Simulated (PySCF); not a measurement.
Structure problem from calculated spectra and properties.

Formula: C6H6FNO.

| Quantity | Value |
| --- | --- |
| 13C NMR | chemical shifts (computed TMS as zero) by class: 172.6 (1 C), 125.3 (1 C), 74.7 (1 C), 67.2 (1 C), 28.6 (1 C), 22.7 (1 C) ppm [GIAO PBE0/pcSseg-1] |
| UV, first state | lowest singlet excitation: 6.55 eV (189 nm, f = 0.033) [TDDFT CAM-B3LYP/def2-SVPD] |
| Rotational structure | rotational constants A, B, C: 2.850, 1.287, 1.067 GHz [GFN2-xTB] |
| Triplet | lowest triplet excitation (Tamm–Dancoff): 4.55 eV [TDA CAM-B3LYP/def2-SVPD] |
| Dipole | 3.71 D [CAM-B3LYP/def2-SVPD] |
| Polarisability | 73.0 au [CAM-B3LYP/def2-SVPD] |
| 1H NMR | chemical shifts (computed TMS as zero) by class: 4.61 (1 H), 4.56 (1 H), 4.46 (1 H), 3.09 (1 H), 1.93 (1 H), 1.75 (1 H) ppm [GIAO PBE0/pcSseg-1] |
| NMR, other nuclei | isotropic shieldings of nuclei other than C and H, by class: -33 (1 N), 206 (1 O), 252 (1 F) ppm [GIAO PBE0/pcSseg-1] |
| UV, strongest line | among the 8 lowest singlet transitions: S2 at 6.92 eV (179 nm, f = 0.151) [TDDFT CAM-B3LYP/def2-SVPD] |

Gas-phase values; electronic properties from PySCF, density fitting. Levels stand in brackets. One conformer (not necessarily the lowest) at the GFN2-xTB geometry, without solvent, vibrations or thermal averaging. NMR classes are plain means over equivalent atoms (diastereotopic ones count apart unless rotation or inversion swaps them), as if these changed places fast.

Question: What is the compound? Reason from the data.

Answer: Numbering: `[N:1]#[C:2][C@@H:3]1[CH:4]=[C:5]([F:6])[O:7][CH2:8][CH2:9]1`. Its formula, C6H6FNO, gives 4 degrees of unsaturation: 1 ring and 3 π bonds in the structure found. 6 carbons fall into 6 classes; from least to most shielded: vinylic C–F carbon [C5] (172.6 ppm), nitrile carbon [C2] (125.3 ppm), alkene CH carbon [C4] (74.7 ppm), ring sp3 carbon bound to oxygen [C8] (67.2 ppm), ring CH2 carbon [C9] (28.6 ppm), sp3 carbon next to a nitrile [C3] (22.7 ppm). Hydrogen classes from least to most shielded: 1 H on an sp3 carbon bound to oxygen, C8 (4.61 ppm), 1 H on an sp3 carbon bound to oxygen, C8 (4.56 ppm), 1 H on an alkene CH carbon, C4 (4.46 ppm), 1 H on an sp3 carbon next to a nitrile, C3 (3.09 ppm), 1 H on a ring CH2 carbon, C9 (1.93 ppm), 1 H on a ring CH2 carbon, C9 (1.75 ppm). The other shieldings belong to: -33 ppm, nitrile nitrogen [N1]; 206 ppm, cyclic ether oxygen [O7]; 252 ppm, vinyl fluorine [F6]. The optimised geometry has point group C1 and is an asymmetric top. Structure: `N#C[C@@H]1C=C(F)OCC1`. Computed isomers that give other values at the same levels: `C#C/C(=C\F)C(=O)NC` (13C chemical shifts (computed TMS as zero) by class: 181.3 (1 C), 162.3 (1 C), 106.7 (1 C), 99.0 (1 C), 78.8 (1 C), 26.3 (1 C) ppm); `O=CNC1=CCC(F)=C1` (13C chemical shifts (computed TMS as zero) by class: 182.5 (1 C), 159.2 (1 C), 141.3 (1 C), 109.8 (1 C), 109.0 (1 C), 40.9 (1 C) ppm); `Cc1c(F)ccc[n+]1[O-]` (rotational constant A: 2.381 GHz; this holds for the one conformer computed). The assignments are read from this structure; whether some other isomer fits the data as well wasn't checked. The mirror image fits equally.
